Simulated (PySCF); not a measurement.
Method: PBE-D3(BJ)/def2-TZVP // PBE0-D4/def2-TZVP in PySCF. Gas-phase values, no solvent. One relaxed conformer stands for a flexible species; it need not be the lowest. Delta-SCF ions had no search for a lower state. 

Reference species (SMILES): `C#C[SiH2]O` (neutral, multiplicity 1).

The vertical ionisation energy (Delta-SCF) is 10.11 eV and the LUMO comes out as -1.50 eV. The HOMO is -7.05 eV.

Changed species: `CN[SiH2]O` (C–N–Si–O torsion 83°, N–Si–O–H torsion -73°) (X = methylamino; the reference has X = ethynyl).

**Question.** What does the change do to the vertical ionisation energy (Delta-SCF), LUMO and HOMO?

**Answer.** the vertical ionisation energy (Delta-SCF) falls by 1.11 eV, to 9.00 eV; the LUMO rises by 1.29 eV, to -0.21 eV; the HOMO rises by 1.46 eV, to -5.59 eV.
